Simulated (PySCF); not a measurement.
SMILES O[SiH2][GeH3] (H6GeOSi), singlet (CAM-B3LYP/def2-SVP optimised geometry):

```
9

O      1.801    -1.142     0.000
Si     0.134    -1.142     0.000
Ge    -0.717     1.086     0.000
H      2.253    -0.676    -0.711
H     -0.422    -1.867    -1.181
H     -0.276    -1.854     1.235
H     -2.253     1.102    -0.079
H     -0.292     1.849     1.265
H     -0.178     1.867    -1.213
```

Level of theory: CAM-B3LYP/def2-TZVP (PySCF).

**Question.** What are the frontier orbital energies and the dipole moment?

**Answer.** HOMO-2 -10.98 eV, HOMO-1 -10.56 eV, HOMO -9.12 eV, LUMO 0.61 eV, LUMO+1 1.60 eV; dipole moment 1.14 D.

On the same geometry PBE/def2-TZVP run with PySCF gives HOMO-2 -8.24 eV, HOMO-1 -7.71 eV, HOMO -6.61 eV, LUMO -1.21 eV, LUMO+1 -0.19 eV; dipole moment 1.10 D.

Meta-Löwdin charges at CAM-B3LYP/def2-TZVP: O1 -0.75, Si2 0.70, Ge3 0.08, H4 0.35, H5 -0.12, H6 -0.10, H7 -0.05, H8 -0.05, H9 -0.06.
